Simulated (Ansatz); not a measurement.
Compare A (`NC(=O)N[SiH3]`) with its isomer B (`NC1(N)O[SiH2]1`).

Program: Ansatz. Geometries: PBE0-D4/def2-TZVP. ΔE: electronic, gas phase. CCSD(T)/CBS adds triple-zeta CCSD(T) − MP2 to the extrapolated MP2 energy (def2 sets, frozen cores). DFT in def2-TZVPP. B3LYP here is the variant with VWN-RPA as its local correlation; programs differ in this. One conformer a species, not always the lowest.

A:

Z-matrix (Å, degrees):
```
Si
N 1 1.750
H 1 1.480 2 111.4
H 1 1.488 2 103.4 3 117.4
H 1 1.480 2 112.2 3 -125.0
C 2 1.369 1 116.3 3 63.4
H 2 1.006 1 123.5 3 -124.1
O 6 1.219 2 120.0 1 -0.9
N 6 1.368 2 117.1 1 177.5
H 9 1.005 6 114.7 2 169.5
H 9 1.004 6 120.1 2 23.1
```

B:

Z-matrix (Å, degrees):
```
C
N 1 1.426
O 1 1.478 2 108.1
N 1 1.412 2 114.3 3 131.8
Si 1 1.828 2 118.8 3 -64.6
H 2 1.014 1 110.1 3 -43.4
H 2 1.011 1 110.5 3 -165.2
H 4 1.011 1 112.8 2 173.9
H 4 1.017 1 110.9 2 -63.5
H 5 1.479 1 122.1 2 -5.7
H 5 1.485 1 123.4 2 -168.4
```

Question: Which is lower in electronic energy at CCSD(T)/CBS, and by how much? (Best estimate.)

Answer: Ansatz gave: A, by 177.0 kJ/mol.

Question: Give E(B) − E(A) in kJ/mol with PBE-D4, r2SCAN-D4, B3LYP-D4, HF/def2-TZVPP, B2PLYP, B3LYP, ωB97M-V. (Best estimate.)

Answer: Ansatz gave: PBE-D4 174.2, r2SCAN-D4 185.9, B3LYP-D4 193.8, HF/def2-TZVPP 235.9, B2PLYP 191.7, B3LYP 195.2, ωB97M-V 183.3. None reverses the order clearly.

Largest T1 diagnostic: 0.014.

From PBE to PBE0 (25 % exact exchange), in def2-TZVPP and without D4, E(B) − E(A) moves by +7.7 kJ/mol. In def2-TZVPP, CCSD(T) changes the Hartree–Fock value by −53.4 kJ/mol (the triples alone add −5.0 kJ/mol) and MP2 by −55.5 kJ/mol.
